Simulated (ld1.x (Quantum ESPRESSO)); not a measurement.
## bromine: one change to a TM potential, before and after

Br (Z = 35), norm-conserving Troullier–Martins (Kleinman–Bylander form), made with ld1.x (Quantum ESPRESSO) 7.5 (PW91, fully relativistic). Core [Ar] 3d10, reference 4s2 4p5. Waves: 4p (bound): rc 1.75 bohr; 4s (bound): rc 1.00 bohr. Local part: the s channel. Core correction: a·sin(br)/r model core inside 0.50 bohr.

Open shells are filled in proportion to 2j + 1 (rel_dist='average').

Change: wave 4p (bound): rc 1.75 bohr becomes 4p (bound): rc 2.32 bohr.

Cutoffs: the cutoffs (Ry, on a coarse ladder) from which the occupation-weighted sum of valence levels, in a spherical-Bessel basis at the reference potential, stays within 10 and 1 mRy of its value at 400 Ry; they do not see the model core or the augmentation charge, which bear on the density cutoff. Errors are all-electron minus pseudo energies relative to the spin-unpolarised reference configuration.

What does the change do?

Both files keep a bound ghost (p); of the 7 tests that both files solve, the error grows in 7 and shrinks in 0 by more than 15 % and 0.3 meV (median size 77.8 → 120.7 meV). More of the atom is replaced by a form fitted at one configuration, so other configurations suffer.

| quantity | base | changed |
| --- | --- | --- |
| cutoff, loose | 200 Ry | 200 Ry |
| cutoff, tight | over 300 Ry | over 300 Ry |
| loose cutoff by channel (10 mRy a level) | p 10 Ry, s 90 Ry | p 8 Ry, s 90 Ry |
| bound ghosts | p3/2, p1/2 | p3/2, p1/2 |
| error for 4s2 4p4, meV [ΔE 12.62 eV] | -20 | -31 |
| error for 4s2 4p3, meV [ΔE 35.45 eV] | -78 | -121 |
| error for 4s2 4p2, meV [ΔE 69.54 eV] | -141 | -240 |
| error for 4s2 4p1, meV [ΔE 115.69 eV] | -138 | -324 |
| error for 4s1 4p5, meV [ΔE 25.63 eV] | -98 | -122 |
| error for 4s2 4p5.3, meV [ΔE -1.98 eV] | -1.4 | -2.4 |
| error for 4s2 4p4.5, meV [ΔE 5.10 eV] | -4.7 | -7.5 |

 A true bound ghost makes a file unfit for plane-wave use even where its test errors are small: the radial tests pick states by their node count and pass the ghost by.
